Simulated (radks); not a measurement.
Results of a calculation; reference values are marked as such.
Question: Successive ionisation energies (eV) of one element, from differences of total energies of ions in their ground configurations, starting at charge 0: 9.477, 20.453, 32.964, 46.641, 61.303, 76.824, 93.109, 112.69, 130.63, 149.17, 168.26, 247.09, 269.55, 292.37, 315.53, 362.37, 387.66, 460.28, 502.96, 518.76, 546.57, 612.91. Level of theory: Dirac Kohn-Sham, BLYP, spin-unpolarised, spherical densities, finite nucleus; open shells fill j = l - 1/2 first; Fermi nuclear charge, rms radius 5.4371 fm (a radial shooting solver on a logarithmic mesh with Libxc functionals). Which element is it?

Answer: Gold (Z = 79). The first species listed is Au in [Xe] 4f14 5d10 6s1, the last Au21+ in [Kr] 4d10 4f12.
